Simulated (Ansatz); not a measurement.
Reaction (cleavage of the Si–B bond): `B[SiH]1CO1` + HI → `I[SiH]1CO1` + BH₃

Calculated with Ansatz (gas phase, PBE0-D4/def2-TZVP geometries, no zero-point term in ΔE). CCSD(T)/CBS adds triple-zeta CCSD(T) − MP2 to the extrapolated MP2 energy (def2 sets, frozen cores). This one scheme is used for every species. Elements past krypton have def2 core potentials. For I outer-core shells are correlated without core-valence functions, which leaves a few kJ/mol of doubt a bond.

```json
{"species": "`B[SiH]1CO1`", "SCS-MP2/def2-QZVPP energy (Eh)": "-429.95273"}
{"species": "HI", "SCS-MP2/def2-QZVPP energy (Eh)": "-297.84757"}
{"species": "`I[SiH]1CO1`", "SCS-MP2/def2-QZVPP energy (Eh)": "-701.30702"}
{"species": "BH₃", "SCS-MP2/def2-QZVPP energy (Eh)": "-26.53621"}
```

Problem. Work out ΔE.

Solution. ΔE = (-701.30702) + (-26.53621) − (-429.95273) − (-297.84757) = -0.04293 Eh = -112.7 kJ/mol. CCSD(T)/CBS gives -102.1 kJ/mol.

Problem. What do rigid-rotor, harmonic-oscillator terms from PBE0-D4/def2-TZVP frequencies (298.15 K, 1 bar) make of the CCSD(T)/CBS value? (An estimate is asked.)

Solution. Computed: ΔZPE = +4.9 kJ/mol, ΔH = -97.4 kJ/mol, ΔS = -5 J/(mol·K), ΔG = -96.0 kJ/mol.

Largest T1 diagnostic among the species: 0.018.

From BLYP to BHLYP (50 % exact exchange), in def2-TZVPP and without D4, ΔE moves by −18.7 kJ/mol. At CCSD(T), def2-SVP lies +22.1 kJ/mol from the extrapolated value and def2-TZVPP +8.3 kJ/mol. Leaving LDA and LC-ωPBE aside and taking each functional with its dispersion term where it has one, the values, not all of them listed here, spread over 25.1 kJ/mol, from BHLYP-D4 to PBE-D4. LDA lies +7.7 kJ/mol from PBE without D4.
